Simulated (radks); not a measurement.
Values are calculated unless marked as measured or tabulated.
Species: Sn2+. Configuration: [Kr] 4d8 5s2 5p2 (not the ground configuration). Code: a radial shooting solver on a logarithmic mesh with Libxc functionals. Model: scalar-relativistic Kohn-Sham, BLYP, spin-polarised, spherical densities, finite nucleus; open shells are filled with parallel spins first (spin-orbit coupling, left out, can overturn this in heavy ions); Fermi nuclear charge, rms radius 4.6519 fm. Some entries of the table are withheld. Estimate them.

orbital  occ.  eigenvalue (eV)  r(max) (bohr)
1s up       1        -29051.42        0.01878
1s down     1        -29051.35        0.01878
2s up       1        -4416.049         0.1061
2s down     1        -4415.447         0.1061
2p up       3        -3968.353        0.08493
2p down     3        -3967.856        0.08493
3s up       1        -879.6747         0.3075
3s down     1        -879.3302         0.3075
3p up       3        -733.4374         0.3009
3p down     3        -733.0451         0.3009
3d up       5        -508.3325         0.2508
3d down     5        -507.7651         0.2509
4s up       1        -166.9805         0.7427
4s down     1        -164.8704         0.7422
4p up       3        -122.1632            (1)
4p down     3        -120.0496            (2)
4d up       5              (3)            (4)
4d down     3              (5)            (6)
5s up       1         -31.8807          1.838
5s down     1         -30.0918          1.837
5p up       2         -22.1731          2.126
5p down     0         -20.5407          2.139

Answer. 
(1) 4p up r(max) (bohr): 0.7832
(2) 4p down r(max) (bohr): 0.7828
(3) 4d up eigenvalue (eV): -56.5354
(4) 4d up r(max) (bohr): 0.8683
(5) 4d down eigenvalue (eV): -54.4691
(6) 4d down r(max) (bohr): 0.8685
